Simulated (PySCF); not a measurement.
Cu(OH)2 (CuH₂O₂), SMILES [OH][Cu][OH] (connectivity only; charge and spin as stated), neutral, multiplicity 2.

Geometry: PBE0-D3(BJ)/def2-TZVP. The multiplicity is an assumed one; other spin states were not compared. Other conformers were not sampled.

Two levels are set side by side: PBE/def2-TZVPD (PySCF) and ωB97X/def2-TZVPD (PySCF). Same geometry, gas phase. Differences are taken from unrounded values.

```
quantity                      PBE
---------------------------  ----
α-spin orbital gap (eV)      5.32
β-spin orbital gap (eV)      0.90
dipole moment (D)            2.34
mean polarisability (bohr³)  45.9
```

### Question
These are the PBE values. What does ωB97X give? (The exact figures need the calculation; the answer reports its results.)

### Answer

| quantity | ωB97X | PBE minus ωB97X |
|---|---|---|
| α-spin orbital gap (eV) | 12.30 | -6.97 |
| β-spin orbital gap (eV) | 8.29 | -7.39 |
| dipole moment (D) | 2.56 | -0.22 |
| mean polarisability (bohr³) | 47.3 | -1.4 |

Rough cost on one machine, each run with all the roots and properties that it gave: ωB97X against PBE within a factor of 2.
